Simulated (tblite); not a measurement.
Record of a relaxation.

C3H3BBrO2 (doublet state).
Atom-mapped SMILES: `[BH:1][O:2][C@H:3]1[O:4][CH:5]=[C:6]1[Br:7]` (hydrogens: H8 on B1; H9 on C3; H10 on C5)
Bond orders are those of one Lewis drawing.

Computed with GFN2-xTB (tblite), gas phase: L-BFGS steps from a force-field or distance-geometry start until the largest atomic force falls under 0.01 eV/Å. 14 of its 89 geometries are shown.

Step 0: E = -577.8190 eV, largest atomic force 4.662 eV/Å
```
atom  x, y, z in Å  |  force x, y, z in eV/Å
B1     -2.412   -0.423    0.544    1.283   0.966  -1.318
O2     -1.318    0.293   -0.127   -1.144  -1.427   2.649
C3     -0.136    0.109    0.658   -4.375   1.444   0.711
O4      0.426   -1.111    0.428    2.222  -1.079  -0.592
C5      1.528   -0.410   -0.137   -0.460   1.644  -0.021
C6      0.942    0.814    0.066    3.651   0.202  -1.699
Br7     1.404    2.638   -0.267   -0.265  -1.003   0.219
H8     -2.641   -1.544    0.280    0.058   0.146   0.049
H9     -0.246    0.358    1.741   -0.511  -0.402  -0.295
H10     2.463   -0.720   -0.581   -0.459  -0.491   0.296
```

Step 7: E = -578.9688 eV, largest atomic force 1.283 eV/Å
```
atom  x, y, z in Å  |  force x, y, z in eV/Å
B1     -2.572   -0.389    0.334    0.829  -0.397  -0.895
O2     -1.453    0.280    0.184   -0.375   0.278   0.195
C3     -0.136    0.135    0.667   -0.436   0.492  -0.428
O4      0.566   -1.069    0.408    0.201  -0.432  -0.246
C5      1.605   -0.334   -0.174   -0.390  -0.347   0.127
C6      1.002    0.860   -0.025   -0.099  -0.232   0.173
Br7     1.431    2.648   -0.279   -0.025  -0.023  -0.039
H8     -2.614   -1.573    0.323   -0.234   0.169   0.375
H9     -0.293    0.296    1.722    0.617   0.130   0.721
H10     2.471   -0.849   -0.554   -0.087   0.363   0.018
```

Step 14: E = -579.2232 eV, largest atomic force 0.125 eV/Å
```
atom  x, y, z in Å  |  force x, y, z in eV/Å
B1     -2.495   -0.448    0.134    0.027   0.001  -0.055
O2     -1.463    0.339    0.220    0.023  -0.058  -0.053
C3     -0.152    0.158    0.698   -0.071   0.046   0.070
O4      0.503   -1.084    0.389    0.087  -0.070  -0.010
C5      1.551   -0.360   -0.175   -0.067  -0.010  -0.068
C6      0.985    0.844   -0.003   -0.023  -0.008   0.051
Br7     1.424    2.619   -0.288    0.041   0.114  -0.029
H8     -2.637   -1.580    0.404    0.110   0.039   0.007
H9     -0.163    0.308    1.780   -0.045   0.025   0.113
H10     2.456   -0.791   -0.552   -0.082  -0.079  -0.026
```

Step 20: E = -579.2390 eV, largest atomic force 0.262 eV/Å
```
atom  x, y, z in Å  |  force x, y, z in eV/Å
B1     -2.461   -0.462    0.082    0.029   0.074   0.006
O2     -1.443    0.342    0.196    0.035   0.016   0.049
C3     -0.156    0.167    0.733    0.061  -0.074  -0.091
O4      0.500   -1.083    0.410   -0.195   0.140   0.106
C5      1.516   -0.360   -0.196    0.095  -0.012   0.052
C6      0.985    0.850    0.024   -0.028   0.063   0.031
Br7     1.430    2.627   -0.296   -0.018  -0.062   0.009
H8     -2.582   -1.573    0.418    0.049  -0.095  -0.001
H9     -0.180    0.311    1.818   -0.095   0.002  -0.020
H10     2.400   -0.814   -0.582    0.066  -0.051  -0.142
```

Step 27: E = -579.2506 eV, largest atomic force 0.044 eV/Å
```
atom  x, y, z in Å  |  force x, y, z in eV/Å
B1     -2.425   -0.470    0.064    0.006  -0.009   0.015
O2     -1.431    0.359    0.180   -0.037   0.018   0.009
C3     -0.153    0.182    0.753    0.007  -0.021  -0.012
O4      0.480   -1.071    0.438    0.012   0.005   0.030
C5      1.506   -0.369   -0.187   -0.026   0.009  -0.028
C6      0.997    0.850    0.052   -0.011   0.002   0.009
Br7     1.431    2.621   -0.298    0.018  -0.021   0.010
H8     -2.515   -1.584    0.415    0.027  -0.007  -0.031
H9     -0.232    0.324    1.836    0.029   0.021  -0.025
H10     2.351   -0.838   -0.647   -0.026   0.003   0.023
```

Step 34: E = -579.2547 eV, largest atomic force 0.111 eV/Å
```
atom  x, y, z in Å  |  force x, y, z in eV/Å
B1     -2.422   -0.478    0.075    0.057  -0.080   0.013
O2     -1.449    0.375    0.212   -0.048  -0.026   0.003
C3     -0.163    0.194    0.758    0.023   0.062   0.057
O4      0.461   -1.065    0.457   -0.001  -0.009  -0.087
C5      1.482   -0.376   -0.196    0.000  -0.011   0.072
C6      0.985    0.848    0.044    0.033  -0.023  -0.103
Br7     1.460    2.609   -0.289    0.004   0.041  -0.025
H8     -2.450   -1.617    0.364   -0.009   0.074  -0.045
H9     -0.219    0.367    1.835    0.002  -0.028   0.082
H10     2.325   -0.852   -0.654   -0.062   0.002   0.033
```

Step 41: E = -579.2600 eV, largest atomic force 0.049 eV/Å
```
atom  x, y, z in Å  |  force x, y, z in eV/Å
B1     -2.398   -0.502    0.073   -0.038   0.011  -0.003
O2     -1.472    0.392    0.266    0.022   0.015  -0.002
C3     -0.171    0.221    0.777   -0.016   0.038   0.027
O4      0.428   -1.049    0.473    0.007  -0.006   0.015
C5      1.449   -0.382   -0.193   -0.009  -0.011  -0.005
C6      0.967    0.852    0.023    0.028  -0.013   0.012
Br7     1.497    2.603   -0.295   -0.028  -0.002  -0.033
H8     -2.363   -1.652    0.286   -0.009  -0.019  -0.033
H9     -0.198    0.406    1.855    0.017  -0.018   0.030
H10     2.269   -0.884   -0.660    0.026   0.005  -0.009
```

Step 47: E = -579.2629 eV, largest atomic force 0.081 eV/Å
```
atom  x, y, z in Å  |  force x, y, z in eV/Å
B1     -2.398   -0.495    0.076    0.054   0.020  -0.015
O2     -1.474    0.397    0.291    0.042  -0.003   0.068
C3     -0.166    0.228    0.795   -0.011  -0.057  -0.001
O4      0.427   -1.046    0.486    0.016  -0.024   0.037
C5      1.445   -0.384   -0.189    0.001   0.002  -0.007
C6      0.975    0.853    0.037   -0.078  -0.005  -0.022
Br7     1.478    2.601   -0.338   -0.016  -0.020  -0.001
H8     -2.359   -1.657    0.230   -0.002   0.049  -0.017
H9     -0.180    0.399    1.877   -0.037   0.028  -0.028
H10     2.260   -0.891   -0.658    0.030   0.010  -0.016
```

Step 54: E = -579.2739 eV, largest atomic force 0.155 eV/Å
```
atom  x, y, z in Å  |  force x, y, z in eV/Å
B1     -2.365   -0.471    0.065   -0.012   0.075   0.017
O2     -1.478    0.405    0.445   -0.105  -0.070  -0.090
C3     -0.155    0.232    0.873    0.098  -0.056  -0.019
O4      0.432   -1.050    0.567    0.016   0.028   0.067
C5      1.406   -0.401   -0.184    0.018  -0.008   0.044
C6      0.940    0.839    0.033    0.014  -0.014  -0.025
Br7     1.420    2.563   -0.465   -0.048   0.001   0.038
H8     -2.284   -1.637   -0.011    0.031   0.021  -0.014
H9     -0.123    0.432    1.949    0.063   0.015  -0.013
H10     2.218   -0.907   -0.665   -0.074   0.009  -0.006
```

Step 61: E = -579.2854 eV, largest atomic force 0.145 eV/Å
```
atom  x, y, z in Å  |  force x, y, z in eV/Å
B1     -2.291   -0.445    0.022    0.026  -0.089  -0.006
O2     -1.474    0.377    0.608   -0.034  -0.044  -0.015
C3     -0.122    0.241    0.991   -0.003   0.008  -0.001
O4      0.463   -1.046    0.726   -0.039   0.064   0.014
C5      1.345   -0.434   -0.157    0.005  -0.028  -0.028
C6      0.893    0.814    0.037   -0.008  -0.018   0.039
Br7     1.292    2.509   -0.608   -0.050   0.006   0.035
H8     -2.128   -1.552   -0.342   -0.001   0.142   0.030
H9     -0.050    0.504    2.051    0.030   0.019  -0.050
H10     2.081   -0.964   -0.721    0.075  -0.060  -0.018
```

Step 68: E = -579.2908 eV, largest atomic force 0.042 eV/Å
```
atom  x, y, z in Å  |  force x, y, z in eV/Å
B1     -2.270   -0.438    0.025    0.002   0.019   0.022
O2     -1.476    0.340    0.690   -0.012   0.008  -0.009
C3     -0.103    0.240    1.028   -0.027  -0.003  -0.010
O4      0.487   -1.045    0.786    0.006  -0.005  -0.025
C5      1.332   -0.456   -0.152    0.007  -0.007   0.001
C6      0.870    0.793    0.025    0.005   0.003  -0.010
Br7     1.201    2.491   -0.652   -0.016  -0.018  -0.006
H8     -2.092   -1.472   -0.494    0.039   0.014   0.004
H9      0.002    0.550    2.070    0.004  -0.018   0.010
H10     2.059   -0.999   -0.719   -0.008   0.006   0.022
```

Step 74: E = -579.2938 eV, largest atomic force 0.063 eV/Å
```
atom  x, y, z in Å  |  force x, y, z in eV/Å
B1     -2.238   -0.416    0.018    0.034   0.001  -0.003
O2     -1.476    0.324    0.763   -0.011  -0.061  -0.009
C3     -0.095    0.234    1.067    0.027   0.036   0.006
O4      0.499   -1.051    0.830   -0.009  -0.041   0.003
C5      1.309   -0.474   -0.144   -0.043  -0.001   0.030
C6      0.847    0.775    0.028   -0.018  -0.002  -0.003
Br7     1.094    2.452   -0.726    0.021   0.029  -0.015
H8     -1.993   -1.370   -0.618   -0.002   0.034   0.025
H9      0.037    0.556    2.103   -0.008  -0.005  -0.028
H10     2.025   -1.026   -0.716    0.008   0.010  -0.005
```

Step 81: E = -579.2946 eV, largest atomic force 0.035 eV/Å
```
atom  x, y, z in Å  |  force x, y, z in eV/Å
B1     -2.217   -0.415    0.010    0.011  -0.013   0.006
O2     -1.476    0.308    0.794   -0.022  -0.022  -0.015
C3     -0.092    0.236    1.083   -0.002   0.006   0.004
O4      0.501   -1.051    0.855   -0.002   0.001  -0.002
C5      1.289   -0.485   -0.142    0.002   0.012   0.003
C6      0.831    0.767    0.024   -0.003   0.016   0.003
Br7     1.067    2.442   -0.744    0.012  -0.024  -0.005
H8     -1.939   -1.330   -0.667   -0.008   0.024   0.007
H9      0.049    0.573    2.113    0.002   0.002   0.013
H10     1.996   -1.041   -0.720    0.011  -0.001  -0.013
```

Step 88: E = -579.2951 eV, largest atomic force 0.009 eV/Å
```
atom  x, y, z in Å  |  force x, y, z in eV/Å
B1     -2.205   -0.414    0.012   -0.006  -0.005   0.000
O2     -1.477    0.282    0.829    0.002   0.003   0.004
C3     -0.087    0.234    1.102    0.000  -0.002  -0.004
O4      0.514   -1.050    0.880    0.000   0.003   0.002
C5      1.282   -0.490   -0.137   -0.006  -0.005   0.004
C6      0.818    0.760    0.024    0.005   0.000   0.001
Br7     1.031    2.420   -0.780    0.002   0.005  -0.002
H8     -1.913   -1.274   -0.728    0.002   0.000  -0.002
H9      0.062    0.583    2.126    0.001  -0.002  -0.003
H10     1.984   -1.047   -0.722    0.000   0.003  -0.001
```

**Question.** Summarise the path.

**Answer.** The energy falls by 1.4761 eV from step 0 to step 88; nine tenths of that is first reached at step 10. It never rises by more than 0.2 meV. The largest force goes from 4.662 to 0.009 eV/Å. Among the bonds B1–O2 changes most, from 1.469 to 1.297 Å; the atoms move by 0.670 Å rms after alignment.

**Question.** Follow the three bonds and two angles with the largest change from start to end.

**Answer.** 
| step | E above end (eV) | largest force (eV/Å) | B1–O2 (Å) | C3–C6 (Å) | C3–O4 (Å) | B1–O2–C3 (°) | O4–C5–H10 (°) |
| --- | --- | --- | --- | --- | --- | --- | --- |
| 0 | 1.4761 | 4.662 | 1.469 | 1.417 | 1.363 | 107.6 | 133.8 |
| 4 | 0.6719 | 1.221 | 1.336 | 1.484 | 1.497 | 123.7 | 124.6 |
| 8 | 0.2702 | 1.044 | 1.303 | 1.520 | 1.420 | 133.9 | 120.3 |
| 11 | 0.0939 | 0.506 | 1.301 | 1.506 | 1.463 | 132.3 | 124.1 |
| 15 | 0.0689 | 0.174 | 1.300 | 1.503 | 1.435 | 133.6 | 124.3 |
| 19 | 0.0597 | 0.198 | 1.301 | 1.507 | 1.447 | 133.2 | 123.1 |
| 23 | 0.0470 | 0.103 | 1.299 | 1.502 | 1.437 | 130.3 | 122.9 |
| 27 | 0.0445 | 0.044 | 1.300 | 1.504 | 1.439 | 130.4 | 123.6 |
| 31 | 0.0432 | 0.072 | 1.300 | 1.502 | 1.438 | 129.8 | 123.6 |
| 34 | 0.0404 | 0.111 | 1.301 | 1.501 | 1.437 | 129.8 | 123.9 |
| 38 | 0.0363 | 0.070 | 1.302 | 1.504 | 1.440 | 129.2 | 123.8 |
| 42 | 0.0348 | 0.048 | 1.302 | 1.504 | 1.437 | 129.0 | 123.0 |
| 46 | 0.0329 | 0.076 | 1.303 | 1.506 | 1.439 | 129.4 | 123.0 |
| 50 | 0.0273 | 0.170 | 1.300 | 1.504 | 1.433 | 129.1 | 123.5 |
| 54 | 0.0212 | 0.155 | 1.303 | 1.507 | 1.442 | 130.5 | 123.6 |
| 57 | 0.0154 | 0.090 | 1.301 | 1.506 | 1.441 | 131.5 | 124.2 |
| 61 | 0.0097 | 0.145 | 1.299 | 1.506 | 1.439 | 131.6 | 123.7 |
| 65 | 0.0050 | 0.041 | 1.296 | 1.504 | 1.436 | 132.3 | 123.7 |
| 69 | 0.0040 | 0.068 | 1.296 | 1.502 | 1.436 | 132.3 | 123.4 |
| 73 | 0.0020 | 0.066 | 1.297 | 1.503 | 1.435 | 131.7 | 123.3 |
| 77 | 0.0008 | 0.024 | 1.297 | 1.502 | 1.436 | 130.9 | 123.4 |
| 80 | 0.0006 | 0.032 | 1.298 | 1.503 | 1.435 | 130.8 | 123.4 |
| 84 | 0.0001 | 0.017 | 1.297 | 1.503 | 1.434 | 130.7 | 123.5 |
| 88 | 0.0000 | 0.009 | 1.297 | 1.503 | 1.435 | 130.7 | 123.5 |

The cost below is that of the whole relaxation. Time: 0.49 s wall. Hardware: one thread, Arm Neoverse V1 (aarch64), no GPU, on a shared host.
